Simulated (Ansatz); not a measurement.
Si4SnN2H12⁺, that is Sn(N(SiH3)2)2 with one electron fewer. The state is a doublet with charge 1. Geometry r2SCAN-D4/def2-SVP; atoms count from 1.

| atom | x (Å) | y (Å) | z (Å) |
| --- | --- | --- | --- |
| Sn1 | -1.765 | -0.731 | 0.128 |
| N2 | -1.059 | 1.140 | 0.512 |
| Si3 | -2.259 | 2.348 | 1.064 |
| Si4 | 0.639 | 1.617 | 0.271 |
| H5 | -1.869 | 2.854 | 2.407 |
| H6 | -3.554 | 1.604 | 1.133 |
| H7 | -2.345 | 3.462 | 0.082 |
| H8 | 0.785 | 3.037 | 0.688 |
| H9 | 1.017 | 1.445 | -1.163 |
| H10 | 1.522 | 0.737 | 1.096 |
| N11 | 0.268 | -1.480 | -0.438 |
| Si12 | 1.235 | -2.313 | 0.835 |
| Si13 | 0.686 | -1.517 | -2.192 |
| H14 | 0.989 | -3.773 | 0.635 |
| H15 | 0.702 | -1.854 | 2.146 |
| H16 | 2.662 | -1.963 | 0.613 |
| H17 | 2.097 | -1.058 | -2.304 |
| H18 | -0.284 | -0.623 | -2.880 |
| H19 | 0.532 | -2.934 | -2.632 |

In the def2 sets Sn takes a core potential; there is no spin–orbit coupling.

(1) Estimate the Mulliken populations from the PBE0/def2-TZVP orbitals of Ansatz.

(2) Where does the spin sit?

(3) And the Mayer bond orders between heavy atoms (over 0.3)?

## Answers

(1) 
```
atom  charge (e)  spin (α − β)
 Sn1        0.84          0.02
  N2       -0.56          0.05
 Si3        0.20          0.01
 Si4        0.21          0.00
  H5        0.02          0.00
  H6       -0.01          0.00
  H7        0.02          0.00
  H8        0.03          0.00
  H9        0.00          0.00
 H10       -0.01          0.01
 N11       -0.43          0.82
Si12        0.18         -0.03
Si13        0.19         -0.03
 H14        0.06          0.05
 H15        0.04          0.00
 H16        0.06          0.03
 H17        0.07          0.03
 H18        0.04          0.00
 H19        0.06          0.05
```
Mulliken values depend strongly on the basis.

(2) Summed by element: Sn 0.02, N 0.87, Si -0.06, H 0.16, of 1 unpaired in all. Largest on single atoms: N11 0.82, H14 0.05, N2 0.05.

(3) Sn1–N2 1.09 (2.04 Å); Sn1–N11 0.55 (2.24 Å); N2–Si3 0.99 (1.79 Å); N2–Si4 1.03 (1.78 Å); N11–Si12 0.93 (1.80 Å); N11–Si13 0.93 (1.80 Å).
